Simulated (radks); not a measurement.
Results of a calculation; reference values are marked as such.
Coulomb parameter of the 4f shell of the dysprosium ion Dy+ in the model configuration [Xe] 4f10 6s1, as a second difference U = [E(n + 0.5) + E(n - 0.5) - 2 E(n)] / (0.5)^2 with all orbitals relaxed. "Bare": the charge of the atom changes with n. "Screened": the 6s shell takes up the change at fixed total charge, which measures U(4f,4f) + U(6s,6s) - 2 U(4f,6s). Code: a radial shooting solver on a logarithmic mesh with Libxc functionals. Model: Dirac Kohn-Sham, PBE, spin-unpolarised, spherical densities, finite nucleus; open shells are shared between the two j in proportion to 2j + 1; Fermi nuclear charge, rms radius 5.2218 fm.

\begin{tabular}{lrr}
case & configuration & E - E(n) (eV) \\ \hline
start & [Xe] 4f10 6s1 & 0.000 \\
bare +0.5 & [Xe] 4f10.5 6s1 & -3.071 \\
bare -0.5 & [Xe] 4f9.5 6s1 & 6.650 \\
screened +0.5 & [Xe] 4f10.5 6s0.5 & 0.337 \\
screened -0.5 & [Xe] 4f9.5 6s1.5 & 1.108 \\
\end{tabular}

U(bare) = 14.314 eV, U(screened by 6s) = 5.783 eV.
